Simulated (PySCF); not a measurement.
Cl₂H₄SSi₂, SMILES Cl[SiH2]S[SiH2]Cl.

The structure is a stationary point at r2SCAN-D4/def2-SVP. The structure was generated by enumeration, and PubChem lists no compound with its InChIKey, so it may never have been made. One conformer was computed; it need not be the lowest.

Two levels are set side by side: TDA-PBE/def2-SVPD (PySCF) and TDA-PBE0/def2-SVPD (PySCF). Vertical, same geometry. The lowest singlet is HOMO→LUMO 95 % with PBE and HOMO→LUMO 96 % with the other functional; states are paired by order. Differences are taken from unrounded values.

```json
[
 {"quantity": "lowest singlet excitation (eV)", "TDA-PBE0": "6.17", "TDA-PBE": "5.60", "TDA-PBE minus TDA-PBE0": "-0.57"},
 {"quantity": "lowest triplet excitation (TDA) (eV)", "TDA-PBE0": "5.63", "TDA-PBE": "5.15", "TDA-PBE minus TDA-PBE0": "-0.48"},
 {"quantity": "first bright state (f over 0.05) (eV)", "TDA-PBE0": "6.17", "TDA-PBE": "5.60", "TDA-PBE minus TDA-PBE0": "-0.57"},
 {"quantity": "its oscillator strength", "TDA-PBE0": "0.06", "TDA-PBE": "0.06", "TDA-PBE minus TDA-PBE0": "0.00"}
]
```

Functionals without exact exchange tend to place singlet excitations lower, as here. Differences between two approximate levels are no errors against the true value.

Rough cost on one machine, each run with all the roots and properties that it gave: TDA-PBE0 against TDA-PBE about 3 times.
